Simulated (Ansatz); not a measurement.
Saddle point of Al₂NH₇ClO₄, doublet (Al₂NH₅ClO₃ ([NH3][Al]1([Cl])[O][Al]([OH])[OH]1) + H₂O → Al₂NH₅ClO₃ ([NH2][Al]1([Cl])[OH][Al]([OH])[OH]1) + H₂O; bonds formed: O2–H9, H7–O10; dative contacts that become bonds: Al1–N8; bonds broken: H7–N8, H9–O10), PBE0-D4/def2-TZVP structure:

```xyz
15
angstrom
Al -1.3101 0.0587 0.5604
O -0.9080 -0.5612 -1.0340
Al -0.3277 0.9718 -1.7477
O -0.8296 1.7072 -0.0489
O 1.4101 0.7707 -1.7413
Cl -3.2378 -0.0259 1.4058
H 0.8530 -1.2160 0.6309
N 0.0765 -0.5855 1.6526
H 0.1873 -1.3003 -0.8248
O 1.1600 -1.6230 -0.3738
H -1.2210 2.5603 0.1337
H 1.9679 1.3020 -2.3078
H 0.6262 0.1379 2.1026
H -0.1902 -1.2391 2.3798
H 1.7434 -0.9577 -0.7875
```

Energies are electronic, without zero-point energy. Barriers and step energies count from the start structure reached by relaxing down the imaginary mode; all methods use the PBE0-D4 structures, on which another method's saddle can fall below an end. Ansatz 0.2.0; basis: def2-TZVPP, with def2-QZVPP for the basis limit; cores frozen in the correlated methods; orbitals are unrestricted. B3LYP uses VWN-RPA correlation. Extrapolation: Hartree–Fock as exp(−7.88 √X), correlation as X^−2.97.

```
      method  barrier (kcal/mol)  step energy (kcal/mol)
       SPW92                0.86                    1.82
      PBE-D4                7.56                    2.49
     BLYP-D4                   ?                    2.21
   r2SCAN-D4                8.36                    1.85
      B97M-V                   ?                    1.66
     PBE0-D4                9.25                    1.49
    B3LYP-D4               11.06                    1.37
  r2SCAN0-D4                9.65                    1.05
    BHLYP-D4               13.51                    0.42
CAM-B3LYP-D4               10.65                    0.96
     wB97X-V               11.49                    1.39
     wB97M-V                   ?                    1.13
      B2PLYP               11.71                    1.55
    PBE-QIDH               10.49                    1.29
  RPA on PBE               11.26                    1.08
          HF               21.01                   -0.71
         MP2               10.44                    1.53
        CCSD               13.31                    0.76
     CCSD(T)               11.79                    1.21
```

Question: Fill in the withheld barriers. (To be estimated.)

Answer: Computed: B97M-V 13.26; wB97M-V 11.74; BLYP-D4 9.99 kcal/mol. Each is the energy of the saddle less that of the start structure, by the same method.

For comparison, the barrier by CCSD(T) at an estimated basis limit (MP2 extrapolated from triple and quadruple zeta, plus CCSD(T) − MP2 in triple zeta) is 12.06 kcal/mol.

The T1 diagnostic stays at or below 0.013. ⟨S²⟩ of the unrestricted Hartree–Fock references: 0.75 (a pure state has 0.75).

Labels in which every atom is bracketed show which atoms are joined, not bond orders.

For scale, one of the runs: CCSD(T)/def2-TZVPP, 379 basis functions, launched by `ansatz run in.yaml --threads 4 --pin off --events-out ev --progress --plain --max-ram 66560MiB --backend cuda --devices 0, --max-vram 37GiB`. Time: 3 min of wall clock on 4 CPU threads of an AMD EPYC 7R13 and a share of one NVIDIA H100; the host was shared. Peak host memory: 1.8 GiB.
